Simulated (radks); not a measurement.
Isoelectronic series with 35 electrons, all held in the configuration [Ar] 3d10 4s2 4p5, which need not be the ground one along the series. Method: Dirac Kohn-Sham, PBE, spin-unpolarised, spherical densities, finite nucleus; open shells fill j = l - 1/2 first; Fermi nuclear charge, rms radius of each element as measured or else 0.836 A^(1/3) + 0.57 fm; computed with a radial shooting solver on a logarithmic mesh with Libxc functionals. Total energies (hartree) and orbital eigenvalues (eV):

| ion | E (hartree) | 4p3/2 | 4p1/2 |
|---|---|---|---|
| Br | -2606.57661 | -7.6751 | -8.1702 |
| Kr+ | -2789.93923 | -19.2860 | -20.0024 |
| Rb2+ | -2980.26972 | -33.3845 | -34.3639 |
| Sr3+ | -3177.57056 | -49.7099 | -50.9973 |
| Zr5+ | -3593.13692 | -88.5309 | -90.5850 |
| Nb6+ | -3811.44141 | -110.8803 | -113.4016 |
| Mo7+ | -4036.79206 | -135.1280 | -138.1784 |
